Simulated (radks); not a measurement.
Species: Au3+. Configuration: [Xe] 4f14 5d8 (the NIST ground configuration). Method: scalar-relativistic Kohn-Sham, PBE, spin-polarised, spherical densities, finite nucleus; open shells are filled with parallel spins first (spin-orbit coupling, left out, can overturn this in heavy ions); Fermi nuclear charge, rms radius 5.4371 fm; computed with a radial shooting solver on a logarithmic mesh with Libxc functionals. Some entries of the table are withheld. Estimate them.

orbital,occ.,eigenvalue (hartree),<r^2> (bohr^2),r(max) (bohr)
1s down,1,-2968.541,0.0003934,0.01042
1s up,1,-2968.541,0.0003934,0.01042
2s up,1,-524.9179,0.005996,0.06018
2s down,1,-524.9120,0.005996,0.06018
2p up,3,-454.1294,0.005047,0.04981
2p down,3,-454.1246,0.005047,0.04981
3s up,1,-124.9247,0.03867,0.1696
3s down,1,-124.9225,0.03866,0.1697
3p up,3,-104.3807,0.03974,0.1690
3p down,3,-104.3782,0.03974,0.1690
3d up,5,-82.39513,0.03292,0.1376
3d down,5,-82.39083,0.03292,0.1376
4s up,1,-28.16840,0.1870,0.3827
4s down,1,-28.16269,0.1870,0.3827
4p up,3,-21.42859,0.2136,0.4028
4p down,3,-21.42331,0.2136,0.4028
4d up,5,-13.32507,0.2428,0.4103
4d down,5,-13.31895,0.2426,0.4103
5s up,1,(1),0.9594,(2)
5s down,1,(3),0.9551,(4)
4f up,7,-4.32982,0.3014,0.3755
4f down,7,-4.32104,0.3001,0.3755
5p up,3,-3.53851,1.275,0.9517
5p down,3,-3.48993,1.270,0.9495
5d up,5,-1.51785,2.366,1.186
5d down,3,-1.46396,2.394,1.183

Answer. 
(1) 5s up eigenvalue (hartree): -5.33088
(2) 5s up r(max) (bohr): 0.8482
(3) 5s down eigenvalue (hartree): -5.29142
(4) 5s down r(max) (bohr): 0.8467
